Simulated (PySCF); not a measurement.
# Telling isomers of C6H12N2 apart by NMR

Fast rotation and ring inversion assumed for equivalent nuclei, no relativistic terms, a single conformation, in vacuum. Coordinates at the PBE0-D3(BJ)/def2-SVP level; NMR shieldings at PBE0/pcSseg-1/GIAO; PySCF 2.14.

Shifts are taken against calculated references (same method and geometry level): $^{1}$H and $^{13}$C vs TMS. Where no couplings were computed, multiplicities follow the n + 1 count of equivalent neighbours, and m marks all less simple cases (inequivalent or close neighbours, rings, F or P nearby). Shifts are as computed. Against solution values, carbons near 30 ppm lie about +2 ppm off and those near 130 ppm about +5 ppm (rms about the fit 1.9 ppm; single classes can miss by 10 ppm). Of 1328 compounds with measured shifts, 309 miss one by over three times the rms of a fit or turn the order of signals round; such compounds aren't used in these exercises. Signals without a measured value on file couldn't be tested in this way; 1H shifts scatter by 0.2 ppm about their fit, and single ones miss by 0.5 ppm.

(1) Tabulate the signals of `C1CN2CCN1CC2`, `C=CCN(C)/N=C\C` and their relative energies.

(2) What is the quickest way to tell C1CN2CCN1CC2 from C=CCN(C)/N=C\C?

Answers

(1) 
```tsv
SMILES	carbon types	δC	δH	E rel. (kcal/mol)
C1CN2CCN1CC2	6×CH2	50.0	2.37 (s, 12H)	0.0
C=CCN(C)/N=C\C	2×CH 2×CH2 2×CH3	142.9, 140.2, 123.9, 59.4, 48.6, 20.0	6.44 (q, 1H), 6.20 (m, 1H), 5.38 (m, 1H), 5.38 (m, 1H), 3.56 (d, 2H), 2.96 (s, 3H), 1.60 (d, 3H)	35.9
```

Energies are electronic energies at PBE0/pcSseg-1 on these geometries, without zero-point or thermal terms, each for the one conformer computed, which needn't be the lowest.

(2) Count the carbon signals: 1 against 6. The first has an sp3 CH2 bonded to N at 50.0 ppm, the second an alkene CH at 142.9 ppm. In the proton spectra the most deshielded non-exchanging signals are 2.37 (s, 12H) and 6.44 (q, 1H).
